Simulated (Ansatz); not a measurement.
`[SiH3]OBCl` + H₂Te → `ClB[TeH]` + silanol at 600 K and 1 bar (ligand exchange at a B–O bond).

Gas-phase electronic energies from Ansatz, PBE0-D4/def2-TZVP geometries. CCSD(T)/CBS adds triple-zeta CCSD(T) − MP2 to the extrapolated MP2 energy (def2 sets, frozen cores). This one scheme is used for every species. def2 core potentials past Kr. For Te outer-core shells are correlated without core-valence functions, which leaves a few kJ/mol of doubt a bond. Each species was taken in one conformer, which may not be the lowest.

```tsv
species	CCSD(T)/CBS energy (Eh)	H − E (kJ/mol)	S (J/(mol·K))
`[SiH3]OBCl`	-851.35221	166.6	398.1
H₂Te	-268.91024	52.9	255.0
`ClB[TeH]`	-753.54186	91.2	354.2
`O[SiH3]`	-366.69042	135.7	307.9
```

H − E and S are ideal-gas, rigid-rotor, harmonic terms from PBE0-D4/def2-TZVP, for one conformer and one mirror image of each species. 1 Eh = 2625.50 kJ/mol, R = 8.31446 J/(mol·K).

Question: By hand: ΔE, ΔH, ΔS and ΔG.

Answer: ΔE = (-753.54186) + (-366.69042) − (-851.35221) − (-268.91024) = 0.03017 Eh = 79.2 kJ/mol. Δ(H − E) = 91.2 + 135.7 − 166.6 − 52.9 = 7.4, so ΔH = 86.6 kJ/mol. ΔS = 354.2 + 307.9 − 398.1 − 255.0 = 9.0 J/(mol·K). ΔG = 86.6 − 600 × (9.0)/1000 = 81.2 kJ/mol.

Question: By hand: the equilibrium constant, and the temperature at which ΔG would vanish if ΔH and ΔS stayed fixed.

Answer: log₁₀ K = −ΔG/(RT ln 10) = -7.1. ΔG = 0 at ΔH/ΔS = 9622 K, far beyond where these terms or the molecules hold.

The number of gas molecules stays the same, so ΔS is small and ΔH decides. A doubt of 5 kJ/mol in ΔE shifts log₁₀ K by 0.4 here. Other conformers and mirror images would add mixing entropy, several J/(mol·K) or more a flexible species. These are equilibria of isolated gas molecules and say nothing of rates. Largest T1 diagnostic: 0.014 (customary marks: 0.02 for closed shells, 0.045 for open ones).
